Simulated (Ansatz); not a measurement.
One change: CH₃NH₂ becomes `[NH2][SnH3]`.

Ansatz, PBE0-D4/def2-TZVP geometries, multiplicity 1. 

Elements past krypton have def2 core potentials.

| property | CH₃NH₂ |
| --- | --- |
| HOMO energy (PBE/def2-TZVPP) / eV | -5.27 |
| HOMO–LUMO gap (ωB97M-V/def2-TZVPP) / eV | 11.76 |
| size of the dipole moment (PBE/def2-TZVPP) / D | 1.25 |
| HOMO–LUMO gap (B3LYP/def2-TZVPP) / eV | 7.34 |
| HOMO–LUMO gap (PBE/def2-TZVPP) / eV | 5.61 |
| LUMO energy (PBE0/def2-TZVPP) / eV | 1.16 |

Task: Give the same properties after the change, and the shifts. (Best estimate.)

Result: Ansatz gave: 
```json
{"property": "HOMO energy (PBE/def2-TZVPP) / eV", "`[NH2][SnH3]`": "-5.80", "shift": "-0.53"}
{"property": "HOMO–LUMO gap (ωB97M-V/def2-TZVPP) / eV", "`[NH2][SnH3]`": "10.75", "shift": "-1.01"}
{"property": "size of the dipole moment (PBE/def2-TZVPP) / D", "`[NH2][SnH3]`": "1.03", "shift": "-0.22"}
{"property": "HOMO–LUMO gap (B3LYP/def2-TZVPP) / eV", "`[NH2][SnH3]`": "6.50", "shift": "-0.84"}
{"property": "HOMO–LUMO gap (PBE/def2-TZVPP) / eV", "`[NH2][SnH3]`": "4.85", "shift": "-0.76"}
{"property": "LUMO energy (PBE0/def2-TZVPP) / eV", "`[NH2][SnH3]`": "-0.18", "shift": "-1.34"}
```

With PBE0 the HOMO falls by 0.42 eV and the LUMO falls by 1.34 eV, so the gap narrows by about 0.92 eV. PBE moves the HOMO by -0.53 eV and ωB97M-V by -0.33 eV. Dipoles are sizes alone; their direction can turn.

B3LYP here is the variant with VWN-RPA as its local correlation; programs differ in this.
